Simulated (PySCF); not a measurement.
# Te⁺: ionisation energy

Te⁺ [Kr] 4d10 5s2 5p3 (4S) → Te²⁺ [Kr] 4d10 5s2 5p2 (3P), as a difference of total energies. Computed with PySCF 2.14 in aug-cc-pVQZ-DK3 (9s8p6d3f2g, 102 functions), with scalar relativity by spin-free X2C-1e. Correlated levels: valence: [Kr] 4d10 frozen. The calculations carry no spin-orbit coupling.

| method | ionisation energy (eV) |
| --- | --- |
| UHF | 18.348 |
| MP2 (valence) | 18.812 |
| SCS-MP2 (valence) | 18.685 |
| CCSD (valence) | 18.789 |
| CCSD(T) (valence) | 18.821 |

**Question.** How much does correlation contribute at CCSD(T) (valence)?

**Answer.** 18.821 − (18.348) = 0.473 eV, measured against UHF.

A first-order spin-orbit estimate (lowest level to lowest level, LS coupling) adds -0.612 eV.

Errors of the correlated levels include the incompleteness of this basis and the frozen core.

For comparison: 18.6 ± 0.4 eV (measured; NIST Atomic Spectra Database, ionization energies).
